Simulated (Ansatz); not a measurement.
Ansatz results at the PBE0-D4/def2-TZVP geometry: size of the dipole moment (PBE/def2-TZVPP) 2.44 D; LUMO energy (B3LYP/def2-TZVPP) 0.21 eV; HOMO–LUMO gap (PBE0/def2-TZVPP) 8.23 eV.

Each molecule was computed in one conformer, which needn't be the lowest.

**Question.** Which molecule gave them?
A. `CCO[Si](C)(OCC)OCC`
B. `CC[Si](N)(O)Br`
C. `O[Si](O)(F)Cl`
D. `CO[SiH](C#N)OC`

**Answer.** B. The others give `CCO[Si](C)(OCC)OCC`: 1.18, 0.70, 8.88; `O[Si](O)(F)Cl`: 2.12, -0.12, 9.74; `CO[SiH](C#N)OC`: 2.65, -0.92, 8.20.

B3LYP here is the variant with VWN-RPA as its local correlation; programs differ in this.
